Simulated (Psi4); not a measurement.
Psi4 input (wB97X-D/6-311+G**):

```
memory 1500 MB

molecule {
1 1
Cl   -1.43370246   -0.17800052    0.01936132
C    -0.00925733    0.60505668   -0.02645622
Cl    1.43849366   -0.13515052   -0.00566873
H    -0.02590629    1.69322759   -0.07403672
symmetry c1
no_reorient
no_com
}

set {
  basis 6-311+G**
  reference rks
  scf_type pk
  dft_radial_points 99
  dft_spherical_points 590
  e_convergence 1e-8
  d_convergence 1e-7
  maxiter 150
}

e = energy('wb97x-d')
print_out(f'\nFINAL {e:.10f} DIPOLE {variable("CURRENT DIPOLE")[0]:.6f} {variable("CURRENT DIPOLE")[1]:.6f} {variable("CURRENT DIPOLE")[2]:.6f}\n')
```

From the last part of the output:

```
      66A      1.839546    67A      2.064961    68A      2.099226
      69A      2.103446    70A      2.121117    71A      2.213505
      72A      2.250698    73A      2.317274    74A      2.435538
      75A      2.508559    76A      3.023758    77A      3.263750
      78A      9.531807    79A      9.628007    80A     23.339728
      81A     25.615244    82A     25.655586    83A     25.667950
      84A     25.687603    85A     25.996173    86A     26.147428
      87A    215.594754    88A    215.693058

    Final Occupation by Irrep:
              A
    DOCC [    20 ]
    NA   [    20 ]
    NB   [    20 ]

  @RKS Final Energy:  -958.74481966275835

   => Energetics <=

    Nuclear Repulsion Energy =            130.2154453392339803
    One-Electron Energy =               -1569.7665638504838626
    Two-Electron Energy =                 525.9347200287357964
    DFT Exchange-Correlation Energy =     -45.1281486079729177
    Empirical Dispersion Energy =          -0.0002725722715029
    VV10 Nonlocal Energy =                  0.0000000000000000
    Total Energy =                       -958.7448196627583457

Computation Completed

Properties will be evaluated at   0.000000,   0.000000,   0.000000 [a0]

Properties computed using the SCF density matrix

 Multipole Moments:

 ------------------------------------------------------------------------------------
     Multipole            Electronic (a.u.)      Nuclear  (a.u.)        Total (a.u.)
 ------------------------------------------------------------------------------------

 L = 1.  Multiply by 2.5417464519 to convert [e a0] to [Debye]
 Dipole X            :         -0.0093528            0.0000002           -0.0093525
 Dipole Y            :          0.6112782           -0.0000000            0.6112782
 Dipole Z            :         -0.0267282           -0.0000000           -0.0267283
 Magnitude           :                                                    0.6119337

 ------------------------------------------------------------------------------------

FINAL -958.7448196628 DIPOLE -0.009353 0.611278 -0.026728

*** Psi4 exiting successfully. Buy a developer a beer!
```

The dipole moment of an ion depends on the origin.
